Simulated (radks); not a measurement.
The cerium ion Ce3+, configuration [Xe] 6s1 (not the ground configuration).

All-electron calculation, scalar-relativistic Kohn-Sham, LDA (Slater exchange, Perdew-Wang correlation), spin-unpolarised, spherical densities, finite nucleus; Fermi nuclear charge, rms radius 4.8771 fm. Program: a radial shooting solver on a logarithmic mesh with Libxc functionals.

Energy parts (Ry):
part                       energy
total                 -17703.3673
kinetic                18758.1802
electron-nucleus      -42755.3882
Hartree                 6696.5278
exchange-correlation    -402.6870

Orbitals (lengths in bohr, moments of r in powers of bohr; r(90%) holds 90 % of the orbital's charge):
[
 {"orbital": "1s", "occ.": "2", "eigenvalue (Ry)": "-2959.051", "<1/r>": "63.28", "<r^4>": "1.780e-06", "r(90%)": "0.0443", "<r>": "0.02459"},
 {"orbital": "2s", "occ.": "2", "eigenvalue (Ry)": "-476.0990", "<1/r>": "14.59", "<r^4>": "0.0002939", "r(90%)": "0.163", "<r>": "0.1053"},
 {"orbital": "2p", "occ.": "6", "eigenvalue (Ry)": "-426.9093", "<1/r>": "13.82", "<r^4>": "0.0002148", "r(90%)": "0.150", "<r>": "0.09240"},
 {"orbital": "3s", "occ.": "2", "eigenvalue (Ry)": "-104.6348", "<1/r>": "5.291", "<r^4>": "0.01197", "r(90%)": "0.409", "<r>": "0.2791"},
 {"orbital": "3p", "occ.": "6", "eigenvalue (Ry)": "-88.98537", "<1/r>": "5.013", "<r^4>": "0.01249", "r(90%)": "0.415", "<r>": "0.2770"},
 {"orbital": "3d", "occ.": "10", "eigenvalue (Ry)": "-66.67994", "<1/r>": "4.757", "<r^4>": "0.01036", "r(90%)": "0.397", "<r>": "0.2538"},
 {"orbital": "4s", "occ.": "2", "eigenvalue (Ry)": "-23.22035", "<1/r>": "2.221", "<r^4>": "0.3019", "r(90%)": "0.913", "<r>": "0.6358"},
 {"orbital": "4p", "occ.": "6", "eigenvalue (Ry)": "-18.08685", "<1/r>": "2.051", "<r^4>": "0.3933", "r(90%)": "0.977", "<r>": "0.6722"},
 {"orbital": "4d", "occ.": "10", "eigenvalue (Ry)": "-10.68561", "<1/r>": "1.796", "<r^4>": "0.6396", "r(90%)": "1.11", "<r>": "0.7375"},
 {"orbital": "5s", "occ.": "2", "eigenvalue (Ry)": "-5.17506", "<1/r>": "0.9106", "<r^4>": "8.259", "r(90%)": "2.09", "<r>": "1.463"},
 {"orbital": "5p", "occ.": "6", "eigenvalue (Ry)": "-3.79927", "<1/r>": "0.7946", "<r^4>": "14.00", "r(90%)": "2.39", "<r>": "1.655"},
 {"orbital": "6s", "occ.": "1", "eigenvalue (Ry)": "-1.71289", "<1/r>": "0.3992", "<r^4>": "186.6", "r(90%)": "4.54", "<r>": "3.233"}
]

The highest occupied level is 6s at -23.305 eV. The density falls to 0.001 e/bohr^3 at r = 4.22 bohr. The electron density at the nucleus is 3.961e+05 e/bohr^3 (large components only). Summed over all electrons, <r^2> = 46.74 bohr^2, which gives a Langevin (diamagnetic) susceptibility term of -37 x 10^-6 cm^3/mol.
